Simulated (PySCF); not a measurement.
Ligands exchanged one at a time, B OH-H. Gas-phase values, no solvent. One relaxed conformer stands for each flexible species; it need not be the lowest. Strings in code marks are SMILES.

The vertical ionisation energy (Delta-SCF) from two functionals at the same geometries (B3LYP-D3(BJ)/def2-TZVP), both in PySCF: PBE-D3(BJ)/def2-TZVP and M06-2X/def2-TZVP. Delta-SCF ions had no search for a lower state. 

```tsv
species	M06-2X/def2-TZVP (eV)
1 of 3 OH replaced by H (`OBO` (H–O–B–O torsion 180°, O–B–O–H torsion 180°))	12.21
2 of 3 OH replaced by H	12.00
3 of 3 OH replaced by H (`B`)	13.16
```

Problem. What does PBE-D3(BJ)/def2-TZVP give for each?

Solution. 
- 1 of 3 OH replaced by H (`OBO` (H–O–B–O torsion 180°, O–B–O–H torsion 180°)): 11.39
- 2 of 3 OH replaced by H: 11.45
- 3 of 3 OH replaced by H (`B`): 12.90
Over these rows, drawn at random from the members with no instability flagged (it was tested for open shells, ions and some series alone), PBE minus M06-2X: mean -0.54 eV, from -0.82 eV to -0.26 eV.
